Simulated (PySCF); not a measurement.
# CoO: frontier orbitals

r²SCANh at R = 1.614 Å; Co def2-TZVPP, O def2-TZVPP; no relativity (PySCF 2.14). State: ⁴Δ (quartet), unpaired electrons π ↑↑, δ ↑. Only the outer orbitals are listed, counted within each symmetry.

| spin | orbital | occ. | ε (eV) | on Co (%) | main shells (%) |
| --- | --- | --- | --- | --- | --- |
| α | 3π | 1 | -11.03 | 75 | 75 Co d, 25 O p |
| α | 3π | 1 | -11.03 | 75 | 75 Co d, 25 O p |
| α | 8σ | 1 | -10.95 | 55 | 55 Co d, 40 O p |
| α | 1δ | 1 | -10.46 | 100 | 100 Co d |
| α | 1δ | 1 | -9.06 | 100 | 100 Co d |
| α | 4π | 1 | -7.52 | 30 | 70 O p, 25 Co d |
| α | 4π | 1 | -7.52 | 30 | 70 O p, 25 Co d |
| α | 9σ | 1 | -6.89 | 60 | 39 O p, 33 Co d, 27 Co s |
| α | 10σ | 0 | -3.40 | 88 | 56 Co s, 25 Co p, 12 O p |
| α | 5π | 0 | 0.56 | 98 | 92 Co p |
| α | 5π | 0 | 0.56 | 98 | 92 Co p |
| β | 7σ | 1 | -23.32 | 8 | 91 O s |
| β | 8σ | 1 | -9.32 | 38 | 56 O p, 37 Co d |
| β | 1δ | 1 | -7.80 | 100 | 100 Co d |
| β | 3π | 1 | -7.74 | 42 | 57 O p, 40 Co d |
| β | 3π | 1 | -7.74 | 42 | 57 O p, 40 Co d |
| β | 9σ | 1 | -5.83 | 85 | 51 Co s, 32 Co d, 14 O p |
| β | 4π | 0 | -3.21 | 70 | 57 Co d, 30 O p, 13 Co p |
| β | 4π | 0 | -3.21 | 70 | 57 Co d, 30 O p, 13 Co p |
| β | 1δ | 0 | -3.10 | 100 | 100 Co d |

Which are the highest filled and the lowest empty level, where do they sit, and how wide is the gap?

Highest filled β 9σ at -5.83 eV (in %: 51 Co s, 32 Co d, 14 O p); lowest empty α 10σ at -3.40 eV (in %: 56 Co s, 25 Co p, 12 O p); the gap at r²SCANh is 2.43 eV.

```json
{
 "bond order (Mayer)": "2.08",
 "⟨S²⟩": "3.878",
 "charge on Co (Mulliken, basis-dependent)": "0.54",
 "charge on Co (Löwdin, basis-dependent)": "0.24",
 "dipole moment (positive dipole means Co(−)O(+))": "-4.45 D"
}
```

The state is the lowest single determinant that the PBE0 search found; with open d or f shells the true ground state can be another one.
